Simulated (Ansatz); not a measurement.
Born–Oppenheimer molecular dynamics of C2H3BClFS (9 atoms, charge 0, multiplicity 1). It starts at the highest image of a converged band, a first-order saddle point between two minima.

The calculation used RKS r2SCANh-D4/def2-SVP in Ansatz.

```json
{
 "ensemble": "NVE (velocity Verlet)",
 "time step": "0.5 fs",
 "steps asked": "200",
 "starting velocities drawn for": "100 K",
 "seed": "8537"
}
```

First frame:

```xyz
9
Properties=species:S:1:pos:R:3
C -0.101 -1.499 -0.137
C 0.269 -0.455 0.620
F 0.973 -0.687 1.741
B -0.082 1.028 0.313
S -0.984 1.508 -1.233
Cl 0.359 2.239 1.497
H 0.157 -2.520 0.151
H -0.670 -1.323 -1.049
H 0.167 1.663 -1.920
```

Problem. How far do the bonds stretch over the last three quarters of this one trajectory? (Pairs bonded in most of those frames.)

Solution. 
| bond | mean (Å) | spread (Å) | shortest | longest |
| --- | --- | --- | --- | --- |
| C1–C2 | 1.341 | 0.007 | 1.33 | 1.36 |
| C1–H7 | 1.096 | 0.030 | 1.04 | 1.15 |
| C1–H8 | 1.090 | 0.027 | 1.04 | 1.14 |
| C2–F3 | 1.344 | 0.008 | 1.33 | 1.36 |
| C2–B4 | 1.557 | 0.006 | 1.53 | 1.57 |
| B4–S5 | 1.832 | 0.029 | 1.77 | 1.87 |
| B4–Cl6 | 1.752 | 0.025 | 1.71 | 1.79 |
| S5–H9 | 1.359 | 0.009 | 1.35 | 1.38 |

Mean temperature of the second half: 342 K. The conserved energy stayed within 0.17 meV per atom of its start (net change 0.028 meV per atom), so the integration is sound. The kinetic energy rose, since the run started high on the potential surface and went downhill. A run of 0.1 ps of so small a system gives no equilibrium averages. The orbitals stay closed-shell, which can raise the energy where a bond breaks towards radicals; this wasn't checked here.

Run time: 15 min on 2 threads of Intel(R) Xeon(R) Platinum 8375C CPU @ 2.90GHz (Ice Lake), with other jobs on the host, peak memory 0.29 GiB.
